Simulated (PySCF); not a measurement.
Several structures and their simulated spectra, in scrambled order.

A. `InChI=1S/C4H6FNSi/c5-2-1-3-7-4-6/h1,3H,2,7H2/b3-1+`
B. SMILES C(#C)/C=C\[Si@@H](N)F
C. `C1=C[Si@@H](O[SiH3])N[SiH2]1`
D. `C(#N)/C=C/[C@H](F)[SiH3]`

Spectrum 1. ¹H NMR (500 MHz, computed): δ 6.92 (m, 1H), 5.77 (m, 1H), 5.70 (m, 1H), 4.00 (m, 3H). ¹³C{¹H} NMR (computed): δ 160.7 (CH), 122.3 (C), 101.5 (CH), 92.6 (CH).

Spectrum 2. ¹H NMR (500 MHz, computed): δ 6.48 (m, 1H), 6.48 (m, 1H), 5.36 (m, 2H), 4.69 (d, 2H). ¹³C{¹H} NMR (computed): δ 158.0 (CH), 122.9 (C), 121.5 (CH), 87.5 (CH2).

Spectrum 3. ¹H NMR (500 MHz, computed): δ 7.46 (m, 1H), 7.38 (m, 1H), 5.35 (m, 1H), 5.30 (m, 1H), 5.15 (m, 1H), 5.14 (s, 3H), 0.32 (br s, 1H). ¹³C{¹H} NMR (computed): δ 157.9 (CH), 156.5 (CH).

Spectrum 4. ¹H NMR (500 MHz, computed): δ 6.70 (m, 1H), 6.54 (m, 1H), 5.41 (m, 1H), 2.98 (d, 1H), 0.93 (br s, 2H). ¹³C{¹H} NMR (computed): δ 155.8 (CH), 133.2 (CH), 92.8 (CH), 88.1 (C).

[PySCF: shieldings: GIAO PBE0/pcSseg-1; coordinates at the GFN2-xTB level; one conformer; no solvent model; relativity neglected; rapidly exchanging positions averaged]

δ = σ(ref) − σ, references computed at the same level: ¹H and ¹³C vs TMS. Splittings of carbon signals by F and P are missing where no couplings were computed. Where no couplings were computed, multiplicities follow the n + 1 count of equivalent neighbours, and m marks all less simple cases (inequivalent or close neighbours, rings, F or P nearby). Shifts are as computed. Against solution values, carbons near 30 ppm lie about +3 ppm off and those near 130 ppm about +5 ppm. Of 1309 compounds with measured shifts, 239 miss one by over three times the rms of a fit or turn the order of signals round; such compounds aren't used in these exercises. OH and NH positions are gas-phase values without hydrogen bonding to other molecules.

Match each spectrum to its structure.

## Answers

1–D, 2–A, 3–C, 4–B.

- Spectrum 1 (D): 4 ¹³C signals; δC 160.7 is an alkene CH; δC 122.3 is a nitrile carbon.
- Spectrum 2 (A): 4 ¹³C signals; δC 158.0 is an alkene CH; δC 122.9 is a nitrile carbon.
- Spectrum 3 (C): 2 ¹³C signals; δC 157.9 is an alkene CH; δC 156.5 is an alkene CH.
- Spectrum 4 (B): 4 ¹³C signals; δC 155.8 is an alkene CH; δC 133.2 is an alkene CH.
